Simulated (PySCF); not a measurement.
## How methods differ on the excitation energy of Bi⁺

Bi⁺ [Xe] 4f14 5d10 6s2 6p2 (3P) → Bi⁺ [Xe] 4f14 5d10 6s1 6p2 6d1 (high-spin determinant), as a difference of total energies. All numbers are calculated (PySCF 2.14, a scalar-relativistic core potential, in aug-cc-pVTZ-PP with ECP60MDF (6s5p4d2f, 55 functions)). Correlated levels: valence: 5s2 5p6 5d10 frozen. The calculations carry no spin-orbit coupling.

| method | excitation energy (eV) |
| --- | --- |
| UHF | 16.425 |
| LDA | 18.630 |
| PBE | 18.156 |
| PBE0 | 17.973 |
| r2SCAN | 18.072 |
| MN15 | 18.965 |
| TPSS | 18.081 |
| r2SCANh | 18.025 |
| PW91 | 18.204 |
| MP2 (valence) | 17.061 |
| SCS-MP2 (valence) | 17.367 |

Question: How much does correlation contribute at MP2 (valence)?

Answer: 17.061 − (16.425) = 0.636 eV, measured against UHF.

Spin-orbit coupling is strong in these open shells (close to jj coupling). The scalar numbers leave it out and a first-order estimate fails, so it can dominate the gap to the real levels.

The upper state lies above the first ionisation limit.

The promoted electron is Rydberg-like, and one or two diffuse shells describe it only roughly, which tends to raise the upper state.

The determinant of the upper state mixes LS terms, which raises its energy above the lowest term, most at the Hartree-Fock and MP2 levels.
